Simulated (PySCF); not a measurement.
Geometries of 2 isomers of CH5BClN, from PBE0-D3(BJ)/def2-SVP geometry optimisation, gas phase in PySCF 2.14.0. One conformer each, no zero-point energy, no frequencies.

**Question.** Which is lower in electronic energy at this level?
A.
```xyz
9
angstrom
C      0.118    0.636    0.390
N      1.431    0.404    0.937
B      2.632    0.445    0.245
Cl     4.147    0.136    1.113
H     -0.537   -0.243    0.511
H      0.202    0.849   -0.684
H     -0.379    1.497    0.868
H      1.454    0.197    1.930
H      2.668    0.687   -0.935
```
B.
```xyz
9
angstrom
C     -0.828    0.568   -0.006
B      0.550    1.264   -0.286
N      1.757    0.578   -0.392
Cl     0.604    3.042   -0.484
H     -0.753   -0.523    0.110
H     -1.282    0.984    0.909
H     -1.535    0.784   -0.823
H      2.638    1.041   -0.572
H      1.820   -0.426   -0.294
```

**Answer.** B. That is `CB(N)Cl`, 17.4 kcal/mol below the other.

```json
{"SMILES": "CB(N)Cl", "atoms numbered as above": "[CH3:1][B:2]([NH2:3])[Cl:4]", "E (Eh)": "-580.49866", "relative (kcal/mol)": "0.0", "relative (kJ/mol)": "0.0", "dipole (D)": "2.65"}
{"SMILES": "CNBCl", "atoms numbered as above": "[CH3:1][NH:2][BH:3][Cl:4]", "E (Eh)": "-580.47090", "relative (kcal/mol)": "17.4", "relative (kJ/mol)": "72.9", "dipole (D)": "2.88"}
```
